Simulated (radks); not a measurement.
Kinetic energies: the exact non-interacting value of the Kohn-Sham orbitals and orbital-free approximations, in hartree. Species: Pb2+ [Hg]; Tl19+ [Kr] 4d10 4f14 5s2; Dy38+ [Ar] 3d10; Ag+ [Kr] 4d10. Calculated with a radial shooting solver on a logarithmic mesh with Libxc functionals: non-relativistic Kohn-Sham, LDA (Slater exchange, Perdew-Wang correlation), spin-polarised, spherical densities, point nucleus. Every spin shell is full or empty, so the densities are truly spherical. Functionals are evaluated on that one density, not self-consistently.

functional         Pb2+    Tl19+    Dy38+      Ag+
exact           19511.9  18820.3  10760.5  5191.56
Thomas-Fermi      18619    17944    10222   4911.7
von Weizsacker   6846.0   6696.1   4456.4   2199.3
TF + vW           25465    24640    14679   7111.0
TF + vW/9         19380    18688    10717   5156.1
TF + vW/5         19988    19283    11114   5351.6
Perdew 92         19381    18690    10718   5156.5
Pearson           19350    18656    10681   5142.8
LKT               22585    21835    12867   6209.9
